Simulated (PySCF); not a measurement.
Core-level binding energies of Cu(PH3)Br

Species: Cu(PH3)Br (singlet state).
Geometry (PBE0-D3(BJ)/def2-SVP, Å), atoms numbered from 1 in this order:
```xyz
6
BrCuH3P angstrom
Cu    -0.0007    0.0146   -1.4307
P     -0.0014   -0.0016    0.7511
H      1.2321   -0.1098    1.4437
H     -0.7047   -1.0264    1.4353
H     -0.5302    1.1090    1.4580
Br     0.0049    0.0142   -3.6574
```

Theory: PySCF, delta-SCF UKS SCAN, pcX-2 on the ionised atom (unc-x2c-TZVPall on a metal), pcseg-1 elsewhere, spin-free X2C. Binding energies are ΔSCF values: E(core-ionised, relaxed orbitals) − E(ground state) at a fixed geometry, referred to the vacuum level.

Task: Give the core binding energies atom by atom.

Result: 
```tsv
atom(s)	environment	level	binding energy (eV)	2p1/2 (eV)	count
P2	phosphorus bonded to Cu and 3 H	P 1s	2152.07	–	1
Cu1	copper bonded to Br and P	Cu 2p3/2	938.57	959.23	1
P2	phosphorus bonded to Cu and 3 H	P 2p3/2	138.41	139.30	1
```

Task: Which photon energy gives electrons from P 1s of P2 a kinetic energy of 200 eV, and what is their de Broglie wavelength?

Result: hν = 2152.07 + 200 = 2352.07 eV, recoil neglected; λ = 12.264 Å/√(E/eV) = 0.87 Å.

Task: Which photon wavelength matches the P 1s of P2 threshold?

Result: λ = hc/E = 12398.42 eV Å / 2152.07 eV = 5.761 Å.

2p3/2 and 2p1/2 are the ΔSCF energy of one spin-free 2p hole plus the eigenvalues of a spin–orbit and ligand-field matrix of the shell. 2p1/2 minus 2p3/2 (ligand field included): Cu 20.65 eV, P 0.89 eV. Satellites of the metal's 2p lines aren't described. No level of bromine is listed. Geometry: PBE0-D3(BJ)/def2-SVP; no solvent, vibrations or thermal averaging. Metal 2p energies of this one-determinant scheme are less reliable than its 1s energies.
